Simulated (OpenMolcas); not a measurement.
Ni4+, Pd4+, Pt4+: d⁶ down the group

```yaml
Program: OpenMolcas 26.06
Method: CASSCF
Basis: ANO-RCC-VTZP
Scalar_Hamiltonian: DKH2, point nucleus
Spin-orbit_coupling: state interaction with AMFI integrals over the reference wave functions, term energies averaged over their components
```

Active space for each ion: 6 electrons in 10 orbitals (d d).

Computed levels in cm-1 above ⁵D₄:

```tsv
Level	Ni4+	Pd4+	Pt4+
⁵D₃	817	1986	7433
⁵D₂	1381	3083	6933
⁵D₁	1741	3818	10942
⁵D₀	1917	4165	11340
³H₆	29041	21798	23503
³H₅	29432	22294	23533
³F₃(1)	33573	25375	27994
³F₂(1)	33932	26279	29132
³P₁(1)	34045	28571	44983
weight of ⁵D in the lowest level (%)	100	98	83
```

Mixed levels, with the weight of the term that names them: Pt4+ ⁵D₂ (65 %), Pt4+ ³H₅ (54 %), Pt4+ ³F₃(1) (52 %), Pt4+ ³F₂(1) (72 %), Pt4+ ³P₁(1) (69 %).

Measured, with the error of the calculation in %. Measured levels: Ni4+ from Corliss and Sugar, J. Phys. Chem. Ref. Data 10, 197 (1981).

```
 Level           Ni4+
   ⁵D₃     890 (-8.1)
   ⁵D₂    1490 (-7.3)
   ⁵D₁    1872 (-7.0)
   ⁵D₀    2058 (-6.8)
   ³H₆   27111 (+7.1)
   ³H₅   27578 (+6.7)
³F₃(1)  29571 (+13.5)
³F₂(1)  29899 (+13.5)
³P₁(1)  28698 (+18.6)
```

The fine-structure level ⁵D₀ changes by a factor of 5.92 from Ni4+ to Pt4+.

Without spin-orbit coupling ³H lies 28630, 20823, 19195 cm-1 above ⁵D in that order; the difference to the level ³H₆, of either sign, comes from spin-orbit coupling, which also lowers the zero.

Without dynamic correlation excited terms often stand tens of per cent too high (terms of higher spin than the ground term too low), and those without a measured partner can miss by more than the paired ones. Active for correlation alone: 4d; no level in the range computed is led by a configuration that fills it, so any true level of that kind is missing (holds for Ni4+). Active for correlation alone: 5d; no level in the range computed is led by a configuration that fills it, so any true level of that kind is missing (holds for Pd4+). Active for correlation alone: 6d; no level in the range computed is led by a configuration that fills it, so any true level of that kind is missing (holds for Pt4+). Measured partners are found by configuration, term and J. A level has none where our copy of the source lacks it or the pairing is in doubt (some pairs that miss far off the trend of their configuration count as doubtful), and it then counts in no deviation. Only configurations of the active space appear.

A number in round brackets counts repeated terms of one configuration in the order of the reference energies.
